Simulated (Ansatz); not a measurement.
Ideal-gas functions of CH$_{2}$SeTe (`[Se]=C[TeH]`) at 600 K and 1 bar, from an Ansatz frequency run at PBE0-D4/def2-TZVP.

Molar mass 220.59 g/mol, point group Cs (symmetry number 1), electronic degeneracy 1, moments of inertia 14.29, 568.224, 582.514 u Å². Harmonic wavenumbers (cm⁻¹, unscaled): 141, 282, 524, 684, 710, 915, 1173, 2131, 3146.

Use S(trans) = R[1.5 ln M + 2.5 ln T − 1.1517]; rotational temperatures θ = 24.2544 K / I; S(rot) = R[ln(√π/σ · √(T³/θAθBθC)) + 1.5]; for each mode x = 1.438777 ν̃/T, S = R[x/(eˣ − 1) − ln(1 − e⁻ˣ)] and H = RT x/(eˣ − 1); 1 cm⁻¹ = 0.0119627 kJ/mol; R = 8.31446 J/(mol·K).

Q: By hand: the entropy, in J/(mol·K).

A: Translation 190.7. Rotation: θ = 1.6973, 0.0427, 0.0416 K, giving 121.1. Vibration, mode by mode: 17.37, 11.72, 6.94, 5.07, 4.83, 3.27, 2.01, 0.31, 0.04, in all 51.6. Electronic 0.0. Sum 363.4 J/(mol·K).

Q: By hand: H − E and G − E in kJ/mol, counted from the electronic energy.

A: Zero-point energy ½ × 9706 × 0.0119627 = 58.1; thermal vibration 16.5; translation, rotation and pV give 4 RT = 20.0. H − E = 94.6 kJ/mol, and G − E = 94.6 − 600 × 363.4/1000 = -123.4 kJ/mol.

Vibration gives 14 % of the entropy, 17.4 J/(mol·K) of it from the mode under 150 cm⁻¹: soft modes count most, and the harmonic formula is weakest for them.
